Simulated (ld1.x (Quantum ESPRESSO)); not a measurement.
Transferability test, TM potential for Ru (Z = 44)

ld1.x (Quantum ESPRESSO) 7.5 input, shortened:

```
&input
   title='Ru', zed=44., rel=1, dft='PBE', iswitch=3,
   config='[Kr] 4d7 5s0.5 5p0'
 /
 &inputp
   pseudotype=2, tm=.true., lloc=0,
   nlcc=.true., rcore=1.00
 /
3
4P  2  1   6.00   0.00  1.74  1.74  0.0
4D  3  2   7.00   0.00  1.96  1.96  0.0
4S  1  0   2.00   0.00  0.88  0.88  0.0
 &test
   configts(1)='4s2 4p6 4d7 5s0.5 5p0'
 /
```

Occupied shells without a wave of their own: 5s. They enter only through the test configuration that unscreens the potential, and ld1.x also counts them in the model core charge.

Energies are relative to the spin-unpolarised reference configuration 4s2 4p6 4d7 5s0.5 5p0; without spin polarisation the order of configurations can differ from experiment.

ld1.x takes every shell without a wave as core, so the model core holds the 5s electrons as well and exchange and correlation see them twice. This cancels in the reference configuration, but the file is broken for other ones, and its errors say nothing about a proper core correction.

| valence configuration | charge | ΔE all-electron (eV) | error AE − PS (meV) |
| --- | --- | --- | --- |
| 4s2 4p6 4d7 5s1 5p0 | 0 | -2.863 | +32 |
| 4s2 4p6 4d7 5s0 5p0 | +1 | 4.429 | -67 |
| 4s2 4p6 4d6 5s0 5p0 | +2 | 22.615 | -135 |
| 4s2 4p5 4d7 5s1 5p0 | +1 | 49.527 | +14 |
| 4s1 4p6 4d7 5s1 5p0 | +1 | 79.827 | +52 |
| 4s2 4p6 4d4 5s0 5p0 | +4 | 97.750 | -276 |
| 4s2 4p6 4d8 5s0 5p0 | 0 | -3.196 | -38 |

Levels in the configuration 4s1 4p6 4d7 5s1 5p0:

| level | all-electron (eV) | pseudo (eV) |
| --- | --- | --- |
| 4s | -89.548 | -89.502 |
| 4p | -59.215 | -59.224 |
| 4d | -16.497 | -16.442 |
| 5s | -11.928 | -12.076 |
